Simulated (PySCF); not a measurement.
Job for PySCF: D3(BJ) and D4 dispersion corrections on CH6BP (SMILES CBP), a point of a torsion scan.

```python
from pyscf import gto
from pyscf.dispersion import dftd3, dftd4

mol = gto.M(
    atom='''
    C    -1.11290438    0.15902628   -0.28127040
    B     0.01440925   -0.12850961    0.77465735
    P     1.80158801   -0.31555387    0.24140697
    H    -1.62876498   -0.77946826   -0.49189783
    H    -1.87642271    0.83501905    0.10071988
    H    -0.75852191    0.55111761   -1.23289279
    H    -0.28396221   -0.43135710    1.86814128
    H     2.01325987    0.91883766   -0.33889638
    H     2.44462342    0.00851535    1.42158827
    ''',
    basis='def2-svp',
    charge=0, spin=0, verbose=0, max_memory=1800)
d3, d4 = {}, {}
for xc in ['hf', 'pbe', 'blyp', 'revpbe', 'tpss', 'r2scan', 'b3lyp', 'pbe0', 'bhlyp', 'camb3lyp', 'b2plyp']:
    d3[xc] = float(dftd3.DFTD3Dispersion(mol, xc=xc, version='d3bj', atm=False).get_dispersion()['energy'])
    print(f'D3(BJ) {xc:10s} {d3[xc]:14.8f} Eh')
for xc in ['hf', 'pbe', 'blyp', 'revpbe', 'tpss', 'r2scan', 'b3lyp', 'pbe0', 'bhlyp', 'camb3lyp', 'b2plyp']:
    d4[xc] = float(dftd4.DFTD4Dispersion(mol, xc={'camb3lyp': 'cam-b3lyp'}.get(xc, xc), atm=True).get_dispersion()['energy'])
    print(f'D4     {xc:10s} {d4[xc]:14.8f} Eh')
```

Program output:

```
D3(BJ) hf            -0.04804316 Eh
D3(BJ) pbe           -0.00577259 Eh
D3(BJ) blyp          -0.01241263 Eh
D3(BJ) revpbe        -0.01472011 Eh
D3(BJ) tpss          -0.00728292 Eh
D3(BJ) r2scan        -0.00157950 Eh
D3(BJ) b3lyp         -0.01014650 Eh
D3(BJ) pbe0          -0.00498752 Eh
D3(BJ) bhlyp         -0.00799429 Eh
D3(BJ) camb3lyp      -0.00451089 Eh
D3(BJ) b2plyp        -0.00472644 Eh
D4     hf            -0.01962160 Eh
D4     pbe           -0.00526335 Eh
D4     blyp          -0.01179903 Eh
D4     revpbe        -0.01715510 Eh
D4     tpss          -0.00712537 Eh
D4     r2scan        -0.00126212 Eh
D4     b3lyp         -0.00850710 Eh
D4     pbe0          -0.00440427 Eh
D4     bhlyp         -0.00628058 Eh
D4     camb3lyp      -0.00443344 Eh
D4     b2plyp        -0.00365942 Eh
```

The run finished.

Cost: around 0.03 core-seconds (rough).
